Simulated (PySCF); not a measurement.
Calculation: PBE-D3(BJ)/def2-TZVP // PBE0-D3(BJ)/def2-TZVP (PySCF). All species are isolated molecules in the gas phase. Delta-SCF ions had no search for a lower state. 

Reference species (SMILES): `NB=C` (neutral, multiplicity 1).

- HOMO: -4.88 eV
- HOMO–LUMO gap: 4.54 eV
- vertical ionisation energy (Delta-SCF): 8.38 eV

Changed species: `CB=N`.

**Question.** Predict the effect on the HOMO, HOMO–LUMO gap and vertical ionisation energy (Delta-SCF).

**Answer.** the HOMO drops by 1.79 eV, to -6.67 eV; the HOMO–LUMO gap rises by 2.20 eV, to 6.74 eV; the vertical ionisation energy (Delta-SCF) goes up by 2.19 eV, to 10.57 eV.
